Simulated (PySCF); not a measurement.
Results of a calculation; reference values are marked as such.
# B3H2O3(-)

The system: B3H2O3(-), a small molecule; charge -1, singlet. The structure was relaxed in the gas phase by PBE0-D3(BJ)/def2-SVP. No frequency run checks that it is a minimum.

SMILES: [B]1OBOBO1 (charge -1)

```xyz
8

O     0.257   -0.230    1.487
B     0.497    0.846    0.731
O     0.205    0.882   -0.621
B    -0.357   -0.270   -1.144
O    -0.600   -1.351   -0.396
B    -0.324   -1.509    1.043
H     0.993    1.857    1.209
H    -0.626   -0.254   -2.337
```
(Å; atoms numbered from 1)

Shieldings: GIAO PBE0/aug-pcSseg-2.  Core levels by delta-SCF with SCAN, aug-pcX-2 on the ionised atom and aug-pcseg-1 elsewhere, spin-free X2C; from the vacuum level, for chosen atoms.

Problem. Give the NMR and core-level values of the distinct atoms.

Solution. 
```json
{"atoms": "O1 O5", "bonded to": "2 B", "σ (ppm)": "22.0", "δ (ppm)": "-", "core level (eV)": "1s 533.29"}
{"atoms": "B2 B4", "bonded to": "2 O + 1 H", "σ (ppm)": "77.6", "δ (ppm)": "-", "core level (eV)": "-"}
{"atoms": "O3", "bonded to": "2 B", "σ (ppm)": "109.9", "δ (ppm)": "-", "core level (eV)": "1s 534.39"}
{"atoms": "B6", "bonded to": "2 O", "σ (ppm)": "33.7", "δ (ppm)": "-", "core level (eV)": "1s 191.27"}
{"atoms": "H7 H8", "bonded to": "1 B", "σ (ppm)": "26.80", "δ (ppm)": "-", "core level (eV)": "-"}
```

Values are those of this one static structure; atoms that internal rotation interchanges would show their mean in an NMR spectrum.

Core levels of B2 are left out, their hole states being strongly spin-contaminated.

Problem. By CAM-B3LYP/def2-SVPD (TDDFT singlets, Tamm-Dancoff triplets, ionisation by delta-SCF), where does absorption start, and what does vertical ionisation take?

Solution. The first singlet with intensity lies at 3.18 eV (f 0.007); what lies below it is dark. The lowest singlet lies at 3.15 eV (f 0.000), the strongest of the first 6 at 4.22 eV (f 0.127), the lowest triplet at 1.60 eV; vertical ionisation takes 1.52 eV.

An occupied level lies above zero, so the basis holds the anion's electrons and the values hang on it. Excited states of gas-phase anions may lie above the detachment limit and hang on the basis.
